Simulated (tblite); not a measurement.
C₆H₁₀N₂.
Cartesian coordinates in Å at the GFN2-xTB level; atoms count from 1:
```xyz
18
C6H10N2 angstrom
C     -2.4207    0.8930   -0.4398
C     -0.9804    0.8520   -0.0755
N     -0.3357    1.9205    0.3583
N      0.9181    1.5234    0.5854
C      1.1056    0.2117    0.3054
C      2.4190   -0.4616    0.4800
C     -0.1157   -0.2652   -0.1280
C     -0.4597   -1.6464   -0.5671
H     -3.0035    0.2781    0.2456
H     -2.7789    1.9167   -0.3887
H     -2.5663    0.5082   -1.4479
H      1.6007    2.1824    0.9234
H      2.7083   -0.9780   -0.4340
H      2.3678   -1.1983    1.2817
H      3.1876    0.2669    0.7287
H     -0.6150   -1.6796   -1.6463
H      0.3392   -2.3386   -0.3124
H     -1.3790   -1.9789   -0.0872
```

All values are computed: GFN2-xTB (tblite) harmonic vibrations without scaling, gas phase. Errors from tens to a few hundred cm⁻¹ against measured bands are possible. The optimisation stopped once no atom felt more than 0.01 eV/Å.

Lowest wavenumbers of the output (negative numbers stand for imaginary wavenumbers):
```
mode    cm-1
  1     -21.4
  2      38.7
  3      92.6
  4     148.2
  5     222.4
  6     246.7
  7     280.9
  8     323.7
```

Task: Is this structure a minimum?

Result: Not by this Hessian. 1 mode is imaginary beyond 20i (21i cm⁻¹), so at this level the point lies at or near a first-order saddle. The curvature is small, so loose convergence or finite differences may be the whole cause.

Task: Which atoms move in the imaginary mode?

Result: 21i: H14 (methyl hydrogen) 29 %, H13 (methyl hydrogen) 27 %, H15 (methyl hydrogen) 25 %. These are shares of the mass-weighted motion.

Task: What is the remedy?

Result: Step along that mode in both directions, optimise again with tighter thresholds and repeat the frequencies. The zero-point energy of this point (94.7 kcal/mol) counts the 47 real modes alone, and thermal corrections from it aren't those of a minimum.
